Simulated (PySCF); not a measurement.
Si4H4O6

Si4H4O6 is a molecule drawn as a unit of a network glass or zeolite (built as: Si Si Si Si, H ends, O bridges), neutral, singlet. The structure was relaxed in the gas phase by PBE0-D3(BJ)/def2-SVP. No frequency run checks that it is a minimum.

SMILES: O1[SiH]2O[SiH]3O[SiH]1O[SiH](O2)O3

Coordinates in Å:
```
O1     -0.468    1.413   -1.123
Si2    -1.581    0.272   -0.619
O3     -0.927   -1.210   -1.038
Si4     0.599   -1.549   -0.446
O5      1.573   -0.290   -0.958
Si6     1.089    1.253   -0.535
O7      0.945    1.240    1.131
Si8    -0.070    0.085    1.787
O9     -1.554    0.321    1.052
O10     0.487   -1.383    1.215
H11    -2.919    0.488   -1.179
H12     1.097   -2.865   -0.859
H13     1.998    2.296   -1.024
H14    -0.139    0.144    3.251
```

Shieldings: GIAO PBE0/pcSseg-1. Shifts are against computed references at the same level: H TMS (σ 31.27 ppm), Si TMS (σ 352.0 ppm). Core levels by delta-SCF with SCAN, pcX-2 on the ionised atom and pcseg-1 elsewhere, spin-free X2C (2p3/2 is the spin-free 2p value less a third of a first-order spin-orbit splitting); from the vacuum level, for chosen atoms.

Give the NMR and core-level values of the distinct atoms.


```
             atoms  bonded to  σ (ppm)  δ (ppm)  core level (eV)
O1 O3 O5 O7 O9 O10       2 Si    185.0        -        1s 538.33
   Si2 Si4 Si6 Si8  3 O + 1 H    398.8    -46.8     2p3/2 108.90
   H11 H12 H13 H14       1 Si    26.53     4.74                -
```

Values are those of this one static structure; atoms that internal rotation interchanges would show their mean in an NMR spectrum.

By CAM-B3LYP/def2-SVPD (TDDFT singlets, Tamm-Dancoff triplets), where does absorption start?

The first singlet with intensity lies at 9.03 eV (f 0.037); what lies below it is dark. The lowest singlet lies at 8.93 eV (f 0.000), the strongest of the first 6 at 9.03 eV (f 0.037), the lowest triplet at 8.66 eV.

The 3 runs behind this took 3.6 min in all, one thread each of Intel Xeon 6975P-C on a shared host, launched as `OMP_NUM_THREADS=1 python cluster_run.py task.json out`.
